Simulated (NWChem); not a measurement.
System: CH6BNO; SMILES CNBO

The following NWChem deck was run.

```
start job
memory heap 200 mb stack 900 mb global 1100 mb
geometry units angstroms noautoz
  B     -0.626286     0.818365     0.000000
  H     -1.690820     1.393819     0.000000
  N     -0.624596    -0.591739     0.000000
  C      0.498309    -1.489414     0.000000
  H     -1.526730    -1.050017     0.000000
  H      0.519453    -2.141417    -0.891119
  H      0.519453    -2.141417     0.891119
  H      1.444519    -0.926213     0.000000
  O      0.496398     1.594742     0.000000
  H      1.317899     1.094283     0.000000
end
basis spherical
  * library def2-svp
end
dft
  xc xwpbe 1.00 cpbe96 1.0 hfexch 1.00
  cam 0.5 cam_alpha 0.0 cam_beta 1.0
  iterations 150
  vectors input atomic output neutral.movecs
end
task dft energy
charge 1
dft
  odft
  mult 2
  vectors input atomic output cation.movecs
end
task dft energy
```

Output (shortened):

```
             Northwest Computational Chemistry Package (NWChem) 7.3.0
             --------------------------------------------------------

 CS  symmetry detected

                             Geometry "geometry" -> ""
                             -------------------------

 Output coordinates in angstroms (scale by  1.889725989 to convert to a.u.)

  No.       Tag          Charge          X              Y              Z
 ---- ---------------- ---------- -------------- -------------- --------------
    1 B                    5.0000    -0.63338825     0.81386868     0.00000000
    2 H                    1.0000    -1.70199502     1.38172386     0.00000000
    3 N                    7.0000    -0.62165209    -0.59618749     0.00000000
    4 C                    6.0000     0.50761985    -1.48583964     0.00000000
    5 H                    1.0000    -1.52049822    -1.06088106     0.00000000
    6 H                    1.0000     0.53340847    -2.13767545    -0.89111900
    7 H                    1.0000     0.53340847    -2.13767545     0.89111900
    8 H                    1.0000     1.44979334    -0.91591171     0.00000000
    9 O                    8.0000     0.48373601     1.59822447     0.00000000
   10 H                    1.0000     1.30878165     1.10363091     0.00000000

 Effective nuclear repulsion energy (a.u.)     116.5575754339

      Symmetry information
      --------------------

 Group name             Cs
 Group number              2
 Group order               2
 No. of unique centers     9

  pbe96 is a nonlocal functional; adding pw91lda local functional.

                                 NWChem DFT Module
                                 -----------------

 Summary of "ao basis" -> "ao basis" (spherical)
 ------------------------------------------------------------------------------
       Tag                 Description            Shells   Functions and Types
 ---------------- ------------------------------  ------  ---------------------
 B                          def2-svp                 6       14   3s2p1d
 H                          def2-svp                 3        5   2s1p
 N                          def2-svp                 6       14   3s2p1d
 C                          def2-svp                 6       14   3s2p1d
 O                          def2-svp                 6       14   3s2p1d

      Symmetry analysis of basis
      --------------------------

        a'         61
        a"         25

            General Information
            -------------------
          SCF calculation type: DFT
          Wavefunction type:  closed shell.
          No. of atoms     :    10
          No. of electrons :    32
           Alpha electrons :    16
            Beta electrons :    16
          Charge           :     0
          Spin multiplicity:     1
          Use of symmetry is: on ; symmetry adaption is: on
          Maximum number of iterations: 150
          AO basis - number of functions:    86
                     number of shells:    42
          Convergence on energy requested:  1.00D-06
          Convergence on density requested:  1.00D-05
          Convergence on gradient requested:  5.00D-04

              XC Information
              --------------
                     Hartree-Fock (Exact) Exchange  1.000
                     LC-wPBE(h)Exchange Functional  1.000
            Perdew 1991 LDA Correlation Functional  1.000 local
           PerdewBurkeErnz. Correlation Functional  1.000 non-local

           Range-Separation Parameters
           ---------------------------
           Alpha           :  0.00
           Beta            :  1.00
           Gamma           :  0.50
           Short-Range HF  :     F

             Grid Information
             ----------------
          Grid used for XC integration:  medium
          Radial quadrature: Mura-Knowles
          Angular quadrature: Lebedev.
          Tag              B.-S. Rad. Rad. Pts. Rad. Cut. Ang. Pts.
          ---              ---------- --------- --------- ---------
          B                   0.85       49          10.0       434
          H                   0.35       45          11.0       434
          N                   0.65       49           8.0       434
          C                   0.70       49          10.0       434
          O                   0.60       49          10.0       434
          Grid pruning is: on
          Number of quadrature shells:   421
          Spatial weights used:  Erf1

      Superposition of Atomic Density Guess
      -------------------------------------

 Sum of atomic energies:        -194.05981470

      Non-variational initial energy
      ------------------------------

 Total energy =    -196.258984
 1-e energy   =    -492.798815
 2-e energy   =     179.982255
 HOMO         =      -0.320076
 LUMO         =       0.078598

      Symmetry analysis of molecular orbitals - initial
      -------------------------------------------------

  Numbering of irreducible representations:

     1 a'          2 a"

  Orbital symmetries:

     1 a'          2 a'          3 a'          4 a'          5 a'
     6 a'          7 a'          8 a'          9 a'         10 a'
    11 a"         12 a'         13 a"         14 a'         15 a'
    16 a"         17 a'         18 a"         19 a'         20 a'
    21 a"         22 a'         23 a'         24 a'         25 a'
    26 a'

   convergence    iter        energy       DeltaE   RMS-Dens  Diis-err
 ---------------- ----- ----------------- --------- --------- ---------
 d= 0,ls=0.0,diis     1   -196.2991701456 -3.13D+02  7.94D-03  5.98D-01
 d= 0,ls=0.0,diis     2   -196.3454234783 -4.63D-02  3.05D-03  2.37D-01
 d= 0,ls=0.0,diis     3   -196.3653768922 -2.00D-02  8.00D-04  1.40D-02
 d= 0,ls=0.0,diis     4   -196.3668347181 -1.46D-03  2.11D-04  6.39D-04
 d= 0,ls=0.0,diis     5   -196.3669039642 -6.92D-05  8.34D-05  9.48D-05
  Resetting Diis
 d= 0,ls=0.0,diis     6   -196.3669157159 -1.18D-05  2.35D-05  2.40D-06
 d= 0,ls=0.0,diis     7   -196.3669161701 -4.54D-07  7.06D-06  2.01D-07

         Total DFT energy =     -196.366916170095
      One electron energy =     -496.992676337515
           Coulomb energy =      211.235842499675
    Exchange-Corr. energy =      -27.167657766204
 Nuclear repulsion energy =      116.557575433949

 Numeric. integr. density =       32.000000367800

                  Occupations of the irreducible representations
                  ----------------------------------------------

                     irrep           alpha         beta
                     --------     --------     --------
                     a'               13.0         13.0
                     a"                3.0          3.0

                       DFT Final Molecular Orbital Analysis
                       ------------------------------------

 Vector   14  Occ=2.000000D+00  E=-4.976809D-01  Symmetry=a"
              MO Center=  3.2D-01,  1.2D+00, -7.2D-17, r^2= 1.8D+00
   Bfn.  Coefficient  Atom+Function         Bfn.  Coefficient  Atom+Function
  ----- ------------  ---------------      ----- ------------  ---------------
    73      0.550712   9 O  pz               76      0.386298   9 O  pz
     6     -0.203289   1 B  pz               39     -0.123897   4 C  pz
    25     -0.106470   3 N  pz                9      0.102294   1 B  pz
    53      0.099322   6 H  s                58     -0.099322   7 H  s
    28      0.063502   3 N  pz               54      0.054137   6 H  s

 Vector   15  Occ=2.000000D+00  E=-4.599628D-01  Symmetry=a'
              MO Center= -7.5D-01,  1.1D+00,  2.0D-16, r^2= 2.3D+00
   Bfn.  Coefficient  Atom+Function         Bfn.  Coefficient  Atom+Function
  ----- ------------  ---------------      ----- ------------  ---------------
    15      0.342916   2 H  s                72     -0.280524   9 O  py
    16      0.244730   2 H  s                 5     -0.238988   1 B  py
    24      0.216356   3 N  py                4      0.203441   1 B  px
    75     -0.193800   9 O  py               70     -0.167387   9 O  s
    82      0.166298  10 H  s                69     -0.134235   9 O  s

 Vector   16  Occ=2.000000D+00  E=-3.841210D-01  Symmetry=a"
              MO Center= -3.0D-01, -4.6D-01, -4.2D-16, r^2= 2.2D+00
   Bfn.  Coefficient  Atom+Function         Bfn.  Coefficient  Atom+Function
  ----- ------------  ---------------      ----- ------------  ---------------
    25      0.502441   3 N  pz               28     -0.430440   3 N  pz
    73      0.247031   9 O  pz               76      0.202146   9 O  pz
    53     -0.171649   6 H  s                58      0.171649   7 H  s
    39      0.155542   4 C  pz                6      0.121443   1 B  pz
    54     -0.095893   6 H  s                59      0.095893   7 H  s

 Vector   17  Occ=0.000000D+00  E= 1.407958D-01  Symmetry=a'
              MO Center=  1.2D+00, -4.6D-01,  6.3D-16, r^2= 5.1D+00
   Bfn.  Coefficient  Atom+Function         Bfn.  Coefficient  Atom+Function
  ----- ------------  ---------------      ----- ------------  ---------------
    36      1.884818   4 C  s                64     -1.102880   8 H  s
    54     -0.730853   6 H  s                59     -0.730853   7 H  s
    83     -0.642326  10 H  s                70      0.538710   9 O  s
    40      0.463808   4 C  px                3     -0.382834   1 B  s
    16      0.290482   2 H  s                49     -0.267553   5 H  s

 Vector   18  Occ=0.000000D+00  E= 1.610393D-01  Symmetry=a"
              MO Center= -5.7D-01,  5.6D-01,  6.9D-15, r^2= 3.5D+00
   Bfn.  Coefficient  Atom+Function         Bfn.  Coefficient  Atom+Function
  ----- ------------  ---------------      ----- ------------  ---------------
     9      0.786571   1 B  pz                6     -0.433745   1 B  pz
    54     -0.426824   6 H  s                59      0.426824   7 H  s
    28     -0.327809   3 N  pz               42     -0.315397   4 C  pz
    76     -0.308125   9 O  pz               25      0.237500   3 N  pz
    73     -0.233665   9 O  pz               39     -0.086375   4 C  pz

 Vector   19  Occ=0.000000D+00  E= 1.726703D-01  Symmetry=a'
              MO Center= -5.0D-01, -1.0D+00, -7.4D-15, r^2= 5.9D+00
   Bfn.  Coefficient  Atom+Function         Bfn.  Coefficient  Atom+Function
  ----- ------------  ---------------      ----- ------------  ---------------
    49      1.149097   5 H  s                22     -1.012201   3 N  s
    54      0.709587   6 H  s                59      0.709587   7 H  s
    36     -0.637365   4 C  s                64     -0.609092   8 H  s
    83     -0.571879  10 H  s                41      0.564867   4 C  py
    16      0.334817   2 H  s                26      0.310520   3 N  px

     Multipole analysis of the density
     ---------------------------------

     L   x y z        total         alpha         beta         nuclear
     -   - - -        -----         -----         ----         -------
     0   0 0 0     -0.000000    -16.000000    -16.000000     32.000000

     1   1 0 0      0.389799      0.194899      0.194899      0.000000
     1   0 1 0     -1.127573     -0.563787     -0.563787     -0.000000
     1   0 0 1      0.000000      0.000000      0.000000      0.000000

     2   2 0 0    -16.187826    -39.736570    -39.736570     63.285314
     2   1 1 0      1.213235      2.796081      2.796081     -4.378928
     2   1 0 1      0.000000      0.000000      0.000000      0.000000
     2   0 2 0    -20.765959   -106.286972   -106.286972    191.807984
     2   0 1 1     -0.000000     -0.000000     -0.000000      0.000000
     2   0 0 2    -19.064413    -12.367964    -12.367964      5.671515

                                 NWChem DFT Module
                                 -----------------

      Symmetry analysis of basis
      --------------------------

        a'         61
        a"         25

            General Information
            -------------------
          SCF calculation type: DFT
          Wavefunction type:  spin polarized.
          No. of atoms     :    10
          No. of electrons :    31
           Alpha electrons :    16
            Beta electrons :    15
          Charge           :     1
          Spin multiplicity:     2
          Use of symmetry is: on ; symmetry adaption is: on
          Maximum number of iterations: 150
          This is a Direct SCF calculation.
          AO basis - number of functions:    86
                     number of shells:    42
          Convergence on energy requested:  1.00D-06
          Convergence on density requested:  1.00D-05
          Convergence on gradient requested:  5.00D-04

              XC Information
              --------------
                     Hartree-Fock (Exact) Exchange  1.000
                     LC-wPBE(h)Exchange Functional  1.000
            Perdew 1991 LDA Correlation Functional  1.000 local
           PerdewBurkeErnz. Correlation Functional  1.000 non-local

           Range-Separation Parameters
           ---------------------------
           Alpha           :  0.00
           Beta            :  1.00
           Gamma           :  0.50
           Short-Range HF  :     F

             Grid Information
             ----------------
          Grid used for XC integration:  medium
          Radial quadrature: Mura-Knowles
          Angular quadrature: Lebedev.
          Tag              B.-S. Rad. Rad. Pts. Rad. Cut. Ang. Pts.
          ---              ---------- --------- --------- ---------
          B                   0.85       49          10.0       434
          H                   0.35       45          11.0       434
          N                   0.65       49           8.0       434
          C                   0.70       49          10.0       434
          O                   0.60       49          10.0       434
          Grid pruning is: on
          Number of quadrature shells:   421
          Spatial weights used:  Erf1

      Superposition of Atomic Density Guess
      -------------------------------------

 Sum of atomic energies:        -194.05981470

 Renormalizing density from      32.00 to     31

      Non-variational initial energy
      ------------------------------

 Total energy =    -191.932148
 1-e energy   =    -477.398852
 2-e energy   =     168.909128
 HOMO         =      -0.645094
 LUMO         =      -0.218393

   Symmetry analysis of molecular orbitals - initial alpha
   -------------------------------------------------------

  Numbering of irreducible representations:

     1 a'          2 a"

  Orbital symmetries:

     1 a'          2 a'          3 a'          4 a'          5 a'
     6 a'          7 a'          8 a'          9 a'         10 a'
    11 a"         12 a'         13 a"         14 a'         15 a'
    16 a"         17 a"         18 a'         19 a'         20 a'
    21 a'         22 a'         23 a"         24 a'         25 a'
    26 a'

   Symmetry analysis of molecular orbitals - initial beta
   ------------------------------------------------------

  Numbering of irreducible representations:

     1 a'          2 a"

  Orbital symmetries:

     1 a'          2 a'          3 a'          4 a'          5 a'
     6 a'          7 a'          8 a'          9 a'         10 a'
    11 a"         12 a'         13 a"         14 a'         15 a'
    16 a"         17 a"         18 a'         19 a'         20 a'
    21 a'         22 a'         23 a"         24 a'         25 a'
    26 a'

[...]
```

Level: LC-wPBE (HJS exchange hole, range parameter 0.5 per bohr)/def2-SVP, vertical spin-unrestricted ions. All runs use the structure optimised with PBE0/def2-SVP.
